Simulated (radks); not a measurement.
Values are calculated unless marked as measured or tabulated.
Question: The mean radii <r> (bohr) of the occupied orbitals of an atom or ion are listed with their occupations. Code: a radial shooting solver on a logarithmic mesh with Libxc functionals. Model: non-relativistic Kohn-Sham, TPSS, spin-polarised, spherical densities, point nucleus; meta-GGA in the generalised Kohn-Sham scheme.

orbital  occ.      <r>
1s down     1  0.07354
1s up       1  0.07354
2s up       1   0.3455
2s down     1   0.3454
2p up       3   0.3086
2p down     3   0.3084
3s up       1    1.080
3s down     1    1.080
3p up       3    1.164
3p down     3    1.165
3d up       1    1.554

Name the element and its charge. Open shells, if any, are filled with parallel spins first.

Answer: Z = 21, scandium, charge +2: Sc2+ in [Ar] 3d1. The 1s radius gives Z: for a bare nucleus <r> = 1.5/Z, 0.07143 bohr for Z = 21, and screening makes it slightly larger (0.07354 here). The occupations add up to 19, and the charge is Z minus that.
